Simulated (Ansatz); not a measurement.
C2H5AlO2 (`C=C[O][AlH][OH]`) from Hartree–Fock to CCSD(T)

Z-matrix (Å, degrees):
```
C
C 1 1.328
H 1 1.081 2 119.7
H 1 1.084 2 122.1 3 -179.6
O 2 1.342 1 126.0 3 179.2
H 2 1.089 1 120.9 3 0.6
Al 5 1.700 2 135.7 1 41.7
O 7 1.685 5 117.5 2 -170.6
H 7 1.566 5 122.6 2 10.6
H 8 0.956 7 124.1 5 1.4
```

The species carries charge 0 and has multiplicity 1. All single points use the PBE0-D4/def2-TZVP geometry. It is one conformer, not always the lowest. Frozen core, restricted reference, Ansatz 0.2.0. CBS rows extrapolate triple and quadruple zeta; past MP2 they add the triple-zeta difference.

| basis | HF (Eh) | MP2 corr. |
| --- | --- | --- |
| def2-TZVPP | -470.48382 | -0.87380 |
| def2-QZVPP | -470.50245 | -0.93968 |

Q: Estimate the CCSD correlation energy and the (T) correction in each basis where they were run (hartree).

A: 
| basis | CCSD corr. | (T) |
| --- | --- | --- |
| def2-TZVPP | -0.90060 | -0.03534 |
| CBS(def2) | -1.01528 | as TZ |
